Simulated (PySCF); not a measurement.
**Ba²⁺ (barium, charge +2) across methods**

[Xe], closed-shell 1S. Calculation: PySCF 2.14, in def2-QZVPPD with the def2 core potential (46 electrons) (7s5p3d2f1g, 60 functions); a scalar-relativistic core potential.

| method | E (hartree) | mean ε 5s (eV) | mean ε 5p (eV) | Σ⟨r²⟩ (bohr²) | ⟨S²⟩ |
| --- | --- | --- | --- | --- | --- |
| LC-wPBE | -24.9229 | -53.059 | -35.887 | 31.13 | 0.000 |
| PBE | -24.9064 | -46.977 | -31.415 | 31.14 | 0.000 |
| UHF | -24.59552 | -56.088 | -36.481 | 31.48 | 0.000 |
| PBE0 | -24.8934 | -49.527 | -32.942 | 31.18 | 0.000 |
| B97-3 | -24.9146 | -49.740 | -32.996 | 31.08 | 0.000 |
| TPSSh | -24.9080 | -48.329 | -32.153 | 31.11 | 0.000 |
| PBEsol | -24.8436 | -46.815 | -31.284 | 31.22 | 0.000 |
| r2SCAN | -24.9106 | -47.910 | -31.881 | 31.06 | 0.000 |
| LDA | -24.8045 | -46.822 | -31.309 | 31.39 | 0.000 |

Energies and moments cover only the electrons outside the core potential. Spin-orbit coupling, which splits the p, d and f shells strongly at this Z, is absent.
